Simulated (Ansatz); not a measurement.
Coupled-cluster run, CH7AlOSn, SMILES `[CH3][SnH]([OH])[AlH2]`.

```yaml
crystal:
  periodic: [false, false, false]
  atoms:
    - {symbol: C, position_ang: [-0.957502, 1.673105, -0.264963]}
    - {symbol: Sn, position_ang: [0.565742, 0.181150, -0.123663]}
    - {symbol: O, position_ang: [1.152496, 0.452664, 1.757643]}
    - {symbol: Al, position_ang: [-0.141652, -2.383797, -0.413076]}
    - {symbol: H, position_ang: [-1.364831, 1.713290, -1.275567]}
    - {symbol: H, position_ang: [-1.759727, 1.449062, 0.437533]}
    - {symbol: H, position_ang: [-0.520399, 2.639285, -0.012581]}
    - {symbol: H, position_ang: [1.897878, 0.649622, -1.117965]}
    - {symbol: H, position_ang: [1.883424, -0.113405, 2.013402]}
    - {symbol: H, position_ang: [-1.248171, -2.825713, -1.464889]}
    - {symbol: H, position_ang: [0.558241, -3.492165, 0.484725]}
basis:
  gaussian: {orbitals: def2-TZVPP}
correlation: {method: ccsd_t}
```

```sh
$ ansatz run in.yaml --threads 4 --pin off --events-out ev --progress --plain --max-ram 10444MiB
```

Log, shortened:

```
Functional definition: HF
1643 factors; integrals over basis functions are off by at most 1.3e-3 eV
mean field evaluation 1: about -15563.1606 eV, gradient 4.8e1 eV
mean field evaluation 2: about -15563.3162 eV, gradient 4.8e1 eV
mean field evaluation 4: about -15568.4034 eV, gradient 4.3e0 eV
mean field evaluation 8: about -15568.4903 eV, gradient 3.0e-1 eV
mean field evaluation 16: about -15568.4911 eV, gradient 2.2e-6 eV
mean field -15568.49106860 eV, -572.1314940687 hartree, gradient 2.2e-6 eV, S^2 0.000000; 0 other end points of the search recorded, 0 dependent functions left out
11 core orbitals not correlated: weight in the atoms' cores, before any rotation towards them, 1.000 or more for the frozen orbitals, at most 0.000 for the correlated occupied ones
reference -15568.49106860 eV, -572.1314940687 hartree; 17, 17 occupied and 224, 224 virtual orbitals, 1643 factors
second order -22.78993594 eV of doubles, -0.00000000 eV of singles
cycle   1  -22.92329804 eV  change   -1.3e-1 eV  update   1.2e-1
cycle   2  -23.53079994 eV  change   -6.1e-1 eV  update   3.6e-2
cycle   3  -23.67202576 eV  change   -1.4e-1 eV  update   2.0e-2
cycle   4  -23.66327725 eV  change    8.7e-3 eV  update   5.4e-3
cycle   5  -23.65972798 eV  change    3.5e-3 eV  update   2.6e-3
cycle   6  -23.66055311 eV  change   -8.3e-4 eV  update   9.5e-4
cycle   7  -23.66049292 eV  change    6.0e-5 eV  update   4.0e-4
cycle   8  -23.66030159 eV  change    1.9e-4 eV  update   1.6e-4
cycle   9  -23.66031521 eV  change   -1.4e-5 eV  update   6.3e-5
cycle  10  -23.66037347 eV  change   -5.8e-5 eV  update   2.5e-5
cycle  11  -23.66033975 eV  change    3.4e-5 eV  update   1.1e-5
perturbative correction -0.78384867 eV, -0.0288059072 hartree
Total energy: -15592.93525702 eV, -573.0298014242 hartree
```

It took 3.7 min on 4 threads of an Arm Neoverse V1 on a shared host, with 5.8 GiB of host memory at the peak.

Correlation energy per correlated electron: -0.719 eV. T1 diagnostic: 0.0131.
